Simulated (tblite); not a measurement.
Species: C2H9NOSi.
Geometry (GFN2-xTB, Å), atoms numbered from 1 in this order:
```
atom  x, y, z in Å
C1     1.9454   -0.8064   -0.0648
N2     0.6054   -0.3888   -0.4276
C3    -0.0224    0.4605    0.5776
Si4   -1.8091    0.8361    0.0249
O5    -2.4687   -0.5409   -0.5266
H6     1.8856   -1.4193    0.8357
H7     2.3634   -1.4095   -0.8703
H8     2.6263    0.0344    0.1391
H9     0.6447    0.1182   -1.3080
H10   -0.0282   -0.1034    1.5145
H11    0.5586    1.3749    0.7711
H12   -1.7801    1.8248   -1.0588
H13   -2.6333    1.2779    1.1439
H14   -1.8882   -1.2590   -0.7729
```

Computed with GFN2-xTB (tblite): harmonic, unscaled wavenumbers at the GFN2-xTB geometry, gas phase. Against measured fundamentals such values can be off by several per cent, at times by over 20. Modes of hydrogen on silicon can be 10 to 20 % off. One conformer, not necessarily the lowest.

Harmonic wavenumbers (cm⁻¹): 57.4, 90.0, 159.3, 227.1, 254.6, 271.8, 369.3, 513.2, 598.9, 699.7, 744.4, 783.9, 803.8, 843.2, 865.3, 914.4, 990.1, 1083.8, 1130.5, 1156.3, 1237.1, 1296.5, 1406.6, 1421.9, 1488.7, 1499.0, 1502.9, 2218.2, 2299.9, 2839.8, 2855.3, 2954.4, 2996.7, 3008.1, 3342.1, 3634.8.

A = 8983, B = 1958, C = 1727 MHz; mass 91.045 u (most abundant isotopes); point group C1, symmetry number 1.

Task: What is the zero-point energy?

Result: ½Σν̃ = 24280 cm⁻¹ = 290.45 kJ/mol.

Task: What is S at 298.15 K and 1 bar for an ideal gas of classical rigid rotors and harmonic oscillators?

Result: Translation 165.12, rotation 111.97, vibration 83.54: S = 360.6 J/(mol K).

Task: And Cp and H(298.15 K) − H(0)?

Result: Cp = 122.57 J/(mol K), of which vibrations give 89.32 (their classical limit is 36 R = 299.3); H(298.15 K) − H(0) = 23.26 kJ/mol without the zero-point energy, 13.35 from vibrations.

Task: How do the functions run with temperature in this model?

Result: 
```tsv
T (K)	S (J/(mol K))	Cp (J/(mol K))	H − H(0) (kJ/mol)	G − H(0) (kJ/mol)	ln q(vib)
50	225.8	47.7	1.94	-9.35	0.30
100	264.2	64.8	4.76	-21.66	1.09
373.15	390.5	144.2	33.28	-112.44	6.02
500	437.2	175.4	53.62	-164.98	8.29
750	517.3	219.6	103.40	-284.60	12.62
1000	584.8	249.2	162.22	-422.60	16.66
```

q(vib) and H(0) count from the zero-point level.

Task: Blend soft modes into free rotors: weight 1/[1 + (100 cm⁻¹/ν̃)⁴] for the oscillator and the rest for a rotor with moment μB/(μ + B), μ = h/(8π²ν), B = 10⁻⁴⁴ kg m². What vibrational entropy results?

Result: 77.46 J/(mol K) in place of 83.54, which changes −T·S at 298.15 K by +1.81 kJ/mol.

Task: What must be added to the electronic energy to get the Gibbs energy at 298.15 K and 1 bar?

Result: ZPE + [H(298.15 K) − H(0)] − T·S = 290.45 + 23.26 − 107.52 = 206.19 kJ/mol.

Task: Which modes carry the vibrational entropy at 298.15 K?

Result: 57.4 cm⁻¹: 19.01; 90.0 cm⁻¹: 15.31; 159.3 cm⁻¹: 10.70; 227.1 cm⁻¹: 7.96; 254.6 cm⁻¹: 7.11; 271.8 cm⁻¹: 6.63 J/(mol K); the other 30 give 16.81 together.

Hindered rotation and anharmonicity are outside this model. Other conformers, if any are populated, would add a mixing term that is left out. The structure is chiral; the term R ln 2 for an equal mix with its mirror image is left out.

Hardware: Intel Xeon at 2.50 GHz, one thread (shared host). Cost: 1.0 s wall. The figure is for the frequency step alone.
